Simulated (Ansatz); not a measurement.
C$_{3}$H$_{3}$ (SMILES [CH]=C=C), doublet, geometry from GFN2-xTB; WB97X/STO-3G run with Ansatz (a program for electronic structure).

The Ansatz input:
Ansatz 0.2 input:
```yaml
crystal:
  periodic: [false, false, false]
  atoms:
    - {symbol: C, position_ang: [0.00140388, -0.01899720, 0.10918779]}
    - {symbol: C, position_ang: [0.01684836, -0.22799011, 1.31038999]}
    - {symbol: C, position_ang: [-0.01571971, 0.21271738, -1.22260886]}
    - {symbol: H, position_ang: [0.03012627, -0.40766541, 2.34308704]}
    - {symbol: H, position_ang: [0.89984787, 0.24626573, -1.78481618]}
    - {symbol: H, position_ang: [-0.94516933, 0.36701923, -1.74008438]}
basis:
  gaussian:
    orbitals: STO-3G
hamiltonian:
  xc: {name: wB97X}
magnetization: {spin_polarized: true, initial_magnetization: 1}
```

It wrote (shortened):

```
Functional definition: wB97X
240 factors; integrals over basis functions are off by at most 4.3e-5 eV
93 factors; integrals over basis functions are off by at most 2.4e-6 eV
mean field evaluation 1: about -3116.1165 eV, gradient 6.1e0 eV
mean field evaluation 2: about -3116.4447 eV, gradient 3.1e0 eV
mean field evaluation 4: about -3116.5449 eV, gradient 8.1e-1 eV
mean field evaluation 8: about -3116.4696 eV, gradient 7.6e-2 eV
mean field evaluation 16: about -3116.4699 eV, gradient 2.5e-5 eV
mean field -3116.46991378 eV, -114.5281569121 hartree, gradient 2.5e-5 eV, S^2 0.796014; 0 other end points of the search recorded, 0 dependent functions left out
reference -3116.46989935 eV, -114.5281563821 hartree; 11, 10 occupied and 7, 8 virtual orbitals, 240 factors
Total energy: -3116.46989935 eV, -114.5281563821 hartree
```
